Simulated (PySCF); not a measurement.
## TlF: energy against distance

Set-up: Tl def2-SVP with ECP60, F def2-SVP; scalar-relativistic core potentials (PySCF 2.14). Energies in eV from Tl + F in their ground configurations at the same level. State: ¹Σ⁺ (singlet), closed shell.

All columns are PBE. A positive dipole means Tl(−)F(+).

```csv
R (Å),E (eV),μ (D),Mulliken charge on Tl (basis-dependent),HOMO (eV),LUMO (eV),Mayer bond order,⟨S²⟩
1.806,-4.062,-1.46,0.41,-6.05,-1.72,0.99,0.00
1.890,-4.739,-2.02,0.41,-6.21,-1.81,1.01,0.00
1.974,-5.117,-2.54,0.41,-6.29,-1.90,1.01,0.00
2.037,-5.259,-2.91,0.42,-6.31,-1.97,1.01,0.00
2.100,-5.311,-3.26,0.42,-6.28,-2.04,1.01,0.00
2.163,-5.298,-3.60,0.43,-6.23,-2.11,1.01,0.00
2.247,-5.205,-4.03,0.43,-6.06,-2.21,1.00,0.00
2.352,-5.012,-4.53,0.44,-5.70,-2.33,0.99,0.00
2.478,-4.720,-5.10,0.45,-5.34,-2.47,0.98,0.00
2.646,-4.295,-5.78,0.46,-4.96,-2.65,0.96,0.00
```

A fit through these points gives, at Re = 2.116 Å, μ = -3.35 D and dμ/dR = -5.40 D/Å; the reduced mass is 17.39 u.

Problem. How strong is the fundamental in the double-harmonic approximation, I = 42.26·(dμ/dR)²/μred km/mol?

Solution. I = 42.26·(-5.40)²/17.39 = 70.9 km/mol at PBE.

Spin–orbit coupling is left out, which matters for elements this heavy, above all for dissociation energies.
